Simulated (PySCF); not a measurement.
# Sn²²⁺: ionisation energy

Sn²²⁺ [Ar] 3d10 (1S) → Sn²³⁺ [Ar] 3d9 (2D), as a difference of total energies. Calculation: PySCF 2.14, in an uncontracted even-tempered set (19 s from 2.5 bohr⁻², ratio 2.5; 13 p from 3.2 bohr⁻², ratio 2.5; 8 d from 3.2 bohr⁻², ratio 2.5; 4 f from 17 bohr⁻², ratio 2.7; 3 g from 25 bohr⁻², ratio 2.7); scalar relativity by spin-free X2C-1e. Correlated levels: outer shells: [Ne] frozen; virtual orbitals above 40 to 60 times the deepest correlated orbital energy dropped. The calculations carry no spin-orbit coupling.

| method | ionisation energy (eV) |
| --- | --- |
| UHF | 1131.5 |
| LDA | 1131.8 |
| PBE | 1130.9 |
| PBE0 | 1131.6 |
| r2SCAN | 1131.8 |
| r2SCANh | 1132.0 |
| B2PLYP | 1132.0 |
| MP2 (outer shells) | 1133.3 |
| SCS-MP2 (outer shells) | 1133.0 |

A first-order spin-orbit estimate (lowest level to lowest level, LS coupling) adds -3.583 eV.

Breit and QED terms and the two-electron picture change are absent.

For comparison: 1127 ± 4 eV (theoretical estimate listed by NIST; NIST Atomic Spectra Database, ionization energies).
